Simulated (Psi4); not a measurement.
C$_{6}$H$_{15}$B, triplet, geometry from GFN2-xTB (a higher spin typed on purpose: for a closed-shell molecule this is an excited state); CAM-B3LYP/STO-3G (Psi4).

The Psi4 input:
```
memory 2 GB

molecule mol {
0 3
  B    -0.181856   -0.500900    0.053136
  C     1.155142    0.275947   -0.661981
  C     1.279813   -0.181552   -2.095729
  H     2.040493    0.004697   -0.093382
  H     1.005636    1.353756   -0.603999
  H     0.428657    0.136153   -2.690546
  H     1.365537   -1.263702   -2.158639
  H     2.182370    0.256254   -2.530067
  C    -1.569662   -0.078503   -0.636869
  C    -1.899227    1.423132   -0.631325
  H    -2.359889   -0.591587   -0.074948
  H    -1.671232   -0.437479   -1.664775
  H    -1.206854    1.971376   -1.267499
  H    -1.831391    1.828018    0.376585
  H    -2.907595    1.603986   -1.005222
  C     0.092548   -0.155232    1.645981
  C     1.031260   -1.106512    2.365679
  H    -0.915897   -0.258145    2.053852
  H     0.423084    0.873189    1.818990
  H     2.047198   -1.016754    1.985062
  H     0.708904   -2.137679    2.240882
  H     1.061017   -0.881262    3.433491
}

set basis sto-3g
set reference uks
set cholesky_tolerance 1e-6
set scf_type cd

energy('cam-b3lyp')
print_variables()
```

### Question
Write the output that Psi4 gives for this input, abridged.

### Answer

```
   => Loading Basis Set <=

    Name: STO-3G
    Role: ORBITAL
    Keyword: BASIS

Traceback (most recent call last):
  File "psi4", line 375, in <module>
  File "<string>", line 45, in <module>
  File "site-packages/psi4/driver/driver.py", line 533, in energy
  File "site-packages/psi4/driver/procrouting/proc.py", line 2760, in run_scf
  File "site-packages/psi4/driver/procrouting/proc.py", line 1939, in scf_helper
  File "site-packages/psi4/driver/procrouting/proc.py", line 1433, in scf_wavefunction_factory
  File "site-packages/psi4/driver/procrouting/proc.py", line 1397, in build_functional_and_disp
  File "site-packages/psi4/driver/procrouting/dft/superfunctionals.py", line 135, in build_superfunctional

psi4.driver.p4util.exceptions.ValidationError: SCF: SCF_TYPE (CD) not supported for range-separated functionals, plese use SCF_TYPE = 'DF' to automatically select the correct JK build.

Printing out the relevant lines from the Psithon --> Python processed input file:
    core.IO.set_default_namespace("mol")
    core.set_global_option("BASIS", "sto-3g")
    core.set_global_option("REFERENCE", "uks")
    core.set_global_option("CHOLESKY_TOLERANCE", 1e-6)
    core.set_global_option("SCF_TYPE", "cd")
--> energy('cam-b3lyp')
    print_variables()

!----------------------------------------------------------------------------------!
!                                                                                  !
!  SCF: SCF_TYPE (CD) not supported for range-separated functionals, plese use     !
!     SCF_TYPE = 'DF' to automatically select the correct JK build.                !
!                                                                                  !
!----------------------------------------------------------------------------------!
```

The program refused the input.
